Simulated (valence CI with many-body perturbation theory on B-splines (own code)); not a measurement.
# V9+: electric-dipole lines

Level of theory: relativistic CI+MBPT: four valence electrons over a frozen Dirac-Fock core [Ne], a basis of 11 s, 11 p, 10 d, 8 f, 5 g, 2 h functions for each j, with the one-electron correlation potential Σ1 (screened to all orders), the two-electron term Σ2, the three-electron term Σ3, Breit, model QED; selected single and double excitations, second order for the rest, scaled by the run's own slope (own B-spline code, finite nucleus).

No measured levels were compared; by estimate levels of excited configurations hold to 0.05 to 0.15 % of their energy, terms of the ground configuration to about 0.5 %. Among the levels kept, up to 630 cm⁻¹ of a level comes from second order outside the variational space, and about a tenth of that is noise between levels of different J, which matters for small intervals.

Lines 201 to 250 of 558 in falling wavelength, among levels below 937070 cm⁻¹, chosen from the strongest by gf and those to the six lowest levels. Wavelengths and rates use the calculated energies, so an error of 100 cm⁻¹ moves a line at 319.8 Å by 0.032 % and its rate by three times that or more. Electric multipoles are in the length gauge, E1 and E2 with the static RPA response of the core. Weak lines are less certain than strong ones. Lines between different terms over intervals too small for the method are left out, as are lines whose strength nearly cancels. Where a level lies close to another of its J and parity, the split of strength between their lines is uncertain. The highest levels of a list are the least certain.

Names give the largest LS component (configuration and term), which can be under half, so a name can repeat, a term be missing and a line seem to break the LS rules; names also repeat where a configuration has a term twice. Letters in brackets count levels of one name in rising energy.

```tsv
λ vac (Å)	Upper	Lower	A (s⁻¹)	S (a.u.) with core polarisation	S without
319.8	3s3p3d² ³F°_3	3s3p²3d ³D_2 [a]	3.15e+09	3.56e-01	3.68e-01
319.6	3s²3d² ³F_2	3s²3p3d ¹F°_3	1.96e+09	1.58e-01	1.63e-01
319.5	3s3p²3d ³F_2 [c]	3s²3p3d ³F°_3	3.37e+09	2.71e-01	2.81e-01
318.9	3s3p3d² ³F°_4	3s3p²3d ³D_3 [a]	3.03e+09	4.36e-01	4.51e-01
318.4	3s3p²3d ³P_1 [c]	3s²3p3d ³D°_2	1.73e+10	8.26e-01	8.58e-01
318.1	3s3p²3d ¹P_1 [b]	3s²3p3d ³P°_2 [b]	3.32e+09	1.58e-01	1.64e-01
318.0	3s3p²3d ³F_3 [c]	3s²3p3d ³F°_3	9.00e+09	1.00e+00	1.04e+00
317.5	3p³3d ¹D°_2 [c]	3s3p²3d ³D_2 [a]	1.63e+09	1.29e-01	1.33e-01
316.9	3p³3d ¹P°_1 [a]	3s3p²3d ³F_2 [a]	3.37e+09	1.59e-01	1.65e-01
316.6	3s3p²3d ³F_4 [c]	3s²3p3d ³F°_3	1.22e+09	1.72e-01	1.79e-01
316.2	3s3p²3d ³P_0 [c]	3s²3p3d ³D°_1	2.90e+10	4.52e-01	4.70e-01
316.0	3s3p²3d ³F_2 [c]	3s²3p3d ³F°_2	1.20e+10	9.37e-01	9.73e-01
315.7	3p³3d ³D°_3 [a]	3p⁴ ³P_2	2.94e+09	3.19e-01	3.31e-01
315.7	3s3p²3d ³P_1 [a]	3s3p³ ³P°_2	4.10e+09	1.91e-01	1.98e-01
315.6	3s3p²3d ¹D_2 [c]	3s²3p3d ¹F°_3	2.29e+10	1.78e+00	1.85e+00
313.7	3p³3d ³D°_2 [b]	3s3p²3d ³F_3 [a]	6.80e+09	5.18e-01	5.37e-01
313.5	3s3p³ ³S°_1	3s²3p² ³P_2	2.39e+10	1.09e+00	1.13e+00
313.4	3s3p²3d ³P_2 [c]	3s²3p3d ³P°_2 [b]	5.19e+09	3.94e-01	4.10e-01
312.9	3s3p3d² ³F°_2	3s3p²3d ³G_3	7.89e+09	5.96e-01	6.17e-01
312.8	3p³3d ³D°_3 [b]	3s3p²3d ³F_4 [a]	7.88e+09	8.33e-01	8.63e-01
312.6	3p³3d ³D°_3 [c]	3s3p²3d ³G_4	1.73e+09	1.83e-01	1.89e-01
312.2	3s3p²3d ³P_2 [c]	3s²3p3d ³P°_1	2.15e+09	1.62e-01	1.68e-01
311.7	3s3p²3d ¹P_1 [b]	3s²3p3d ³P°_2 [a]	3.71e+09	1.66e-01	1.72e-01
311.6	3p³3d ³F°_4 [b]	3s3p²3d ³F_4 [a]	1.18e+09	1.59e-01	1.65e-01
310.6	3s3p3d² ³F°_3	3s3p²3d ³G_4	6.41e+09	6.64e-01	6.87e-01
310.2	3s3p3d² ³F°_4	3s3p²3d ³G_5	7.69e+09	1.02e+00	1.05e+00
309.5	3s²3p3d ³P°_1	3s²3p² ¹S_0	2.52e+07	1.10e-03	1.14e-03
308.9	3s3p²3d ³P_1 [c]	3s²3p3d ³P°_1	4.45e+09	1.94e-01	2.02e-01
308.5	3s3p³ ³S°_1	3s²3p² ³P_1	1.32e+10	5.74e-01	5.96e-01
307.2	3s3p²3d ³P_2 [c]	3s²3p3d ³P°_2 [a]	3.74e+09	2.68e-01	2.78e-01
306.3	3s3p²3d ¹F_3 [a]	3s3p³ ¹D°_2	9.80e+09	9.72e-01	1.01e+00
304.5	3s3p³ ³S°_1	3s²3p² ³P_0	4.90e+09	2.05e-01	2.13e-01
303.9	3s²3p3d ³F°_2	3s²3p² ³P_2	2.99e+07	2.07e-03	2.14e-03
301.9	3s²3p3d ³D°_1	3s²3p² ¹S_0	1.12e+07	4.56e-04	4.71e-04
300.8	3s3p³ ¹P°_1	3s²3p² ³P_2	1.08e+09	4.34e-02	4.52e-02
300.8	3s²3p3d ³F°_3	3s²3p² ³P_2	9.04e+07	8.50e-03	8.77e-03
300.2	3s²3d² ¹D_2	3s²3p3d ¹P°_1	1.87e+10	1.25e+00	1.29e+00
299.8	3s3p²3d ³D_3 [d]	3s²3p3d ³F°_4	3.29e+09	3.07e-01	3.18e-01
299.1	3s²3p3d ³F°_2	3s²3p² ³P_1	3.56e+07	2.35e-03	2.43e-03
299.0	3p³3d ¹F°_3 [b]	3s3p²3d ³P_2 [a]	2.49e+09	2.30e-01	2.38e-01
298.5	3p³3d ¹D°_2 [b]	3s3p²3d ³P_1 [a]	3.58e+09	2.35e-01	2.44e-01
297.9	3s²3d² ¹G_4	3s²3p3d ¹F°_3	3.76e+10	4.41e+00	4.56e+00
297.7	3s3p3d² ⁵D°_4 [a]	3s3p²3d ⁵P_3	3.07e+09	3.60e-01	3.72e-01
297.4	3p³3d ³D°_1 [b]	3s3p²3d ³P_0 [a]	3.72e+09	1.45e-01	1.50e-01
297.0	3s3p3d² ³H°_4	3s3p²3d ³G_3	1.42e+10	1.65e+00	1.70e+00
296.2	3s3p³ ¹P°_1	3s²3p² ³P_1	2.56e+09	9.84e-02	1.02e-01
296.0	3p³3d ¹D°_2 [a]	3p⁴ ¹D_2	4.07e+09	2.60e-01	2.69e-01
295.9	3s3p²3d ⁵F_3	3s3p³ ⁵S°_2	3.19e+06	2.86e-04	2.95e-04
295.1	3s3p3d² ³H°_5	3s3p²3d ³G_4	1.45e+10	2.03e+00	2.09e+00
293.7	3s3p²3d ¹F_3 [b]	3s²3p3d ³P°_2 [b]	1.57e+10	1.37e+00	1.42e+00
```
